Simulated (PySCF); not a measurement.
## Finite-field polarisability of Ge (germanium, neutral)

[Ar] 3d10 4s2 4p2, high-spin 3P determinant. Computed with PySCF 2.14 in def2-QZVPPD (12s7p5d4f1g, 95 functions), with the non-relativistic Hamiltonian (point nucleus). Frozen: [Ar] 3d10. Energy changes in a uniform field (μhartree):

```json
{"axis": "x", "F (au)": "0.0024", "HF": "-97.717", "MP2": "-96.699", "CCSD": "-96.093", "CCSD(T)": "-96.181"}
{"axis": "x", "F (au)": "0.0048", "HF": "-390.918", "MP2": "-386.845", "CCSD": "-384.423", "CCSD(T)": "-384.773"}
{"axis": "y", "F (au)": "0.0021", "HF": "-98.816", "MP2": "-97.084", "CCSD": "-96.925", "CCSD(T)": "-97.016"}
{"axis": "y", "F (au)": "0.0042", "HF": "-395.510", "MP2": "-388.561", "CCSD": "-387.935", "CCSD(T)": "-388.300"}
```

By symmetry the remaining axis equals y.

**Question.** Derive α along x at CCSD(T) from the two fields.

**Answer.** With ΔE = −αF²/2 − γF⁴/24, α = −(16 ΔE(F) − ΔE(2F))/(6F²) = 33.39 bohr³.

**Question.** And the mean polarisability at each level?

**Answer.** The components xx, yy, zz at CCSD(T) are 33.39, 43.99, 43.99, the third axis being equal by symmetry to one of the two computed. Means: HF 41.18, MP2 40.54, CCSD 40.42, CCSD(T) 40.46 bohr³. Reference: 40 ± 1 bohr³ (recommended; Schwerdtfeger and Nagle, table of static dipole polarizabilities (2023 update)).
